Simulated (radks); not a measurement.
Results of a calculation; reference values are marked as such.
All-electron atom: Ni in [Ar] 3d8.25 4s1.75 (fractional occupations, a model configuration). Level of theory: scalar-relativistic Kohn-Sham, MS2 meta-GGA, spin-polarised, spherical densities, finite nucleus; open shells are filled with parallel spins first; meta-GGA in the generalised Kohn-Sham scheme; Fermi nuclear charge, rms radius 3.7757 fm (a radial shooting solver on a logarithmic mesh with Libxc functionals).

Normalised radial functions P(r) = r R(r), r in bohr:

r         3p down   3d up  3d down
0.006154   0.0092  0.0001   0.0001
0.008077   0.0152  0.0001   0.0001
0.0106     0.0249  0.0002   0.0002
0.01392    0.0405  0.0005   0.0005
0.01841    0.0660  0.0012   0.0012
0.02417    0.1041  0.0025   0.0025
0.03172    0.1602  0.0053   0.0052
0.04164    0.2387  0.0110   0.0107
0.05466    0.3406  0.0221   0.0217
0.07232    0.4630  0.0441   0.0433
0.09492    0.5748  0.0831   0.0814
0.1246     0.6349  0.1492   0.1463
0.1635     0.5803  0.2525   0.2475
0.2147     0.3521  0.3984   0.3904
0.284     -0.0777  0.5870   0.5747
0.3728    -0.5996  0.7783   0.7621
0.4894    -1.0422  0.9267   0.9079
0.6423    -1.2224  0.9794   0.9615
0.8431    -1.0818  0.9145   0.9017
1.107     -0.7393  0.7590   0.7553
1.464     -0.3798  0.5600   0.5669
1.922     -0.1478  0.3740   0.3892
2.523     -0.0406  0.2225   0.2420
3.311     -0.0072  0.1141   0.1329
4.346     -0.0007  0.0482   0.0614
5.751     0.0000  0.0151   0.0219
7.548     0.0000  0.0034   0.0059
9.908     0.0000  0.0005   0.0011

3p down: eigenvalue -70.336 eV, 1 radial node at r = 0.272 bohr, <r> = 0.780 bohr, 90 % of the charge inside 1.20 bohr. 3d up: eigenvalue -8.567 eV, 0 radial nodes, <r> = 1.02 bohr, 90 % of the charge inside 1.80 bohr. 3d down: eigenvalue -6.519 eV, 0 radial nodes, <r> = 1.06 bohr, 90 % of the charge inside 1.90 bohr.
